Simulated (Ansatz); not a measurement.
H₆S₂Si₂, SMILES `[SiH3]S[SiH2]S`, relaxed with RKS PBE-D4/def2-SVP in Ansatz from a rough embedded geometry. The force threshold is 0.03 eV/Å; the program also tests the step.

Total charge 0; spin multiplicity 1.

Start:

```xyz
10

Si    0.519    1.205    1.354
S     0.044   -0.854    1.455
Si   -0.697   -0.966   -0.545
S     1.065   -1.181   -1.884
H     1.011    1.663    2.684
H     1.461    1.540    0.336
H    -0.762    1.980    1.127
H    -1.484   -2.148   -0.676
H    -1.434    0.207   -0.890
H     0.277   -1.447   -2.960
```

(1) By how much does the energy fall, and how many steps does the optimiser take? (Estimate.)

(2) Which bonds change most? (Estimate.)

(3) Give the relaxed structure. (Estimate.)

Results:

(1) Computed: 7.65 kcal/mol, in 28 steps, 3 of them rejected.

(2) Ansatz gave: Si1–H6 from 1.426 to 1.501 Å; Si3–H9 from 1.428 to 1.502 Å; Si3–H8 from 1.426 to 1.498 Å; Si3–S4 from 2.223 to 2.167 Å.

(3) Computed: 
```xyz
10

Si    0.664    1.146    1.143
S    -0.274   -0.762    1.569
Si   -0.849   -1.268   -0.457
S     0.722   -1.012   -1.929
H     0.629    1.921    2.428
H     2.084    0.985    0.686
H    -0.112    1.886    0.084
H    -1.192   -2.725   -0.418
H    -2.025   -0.440   -0.893
H     0.353    0.269   -2.212
```
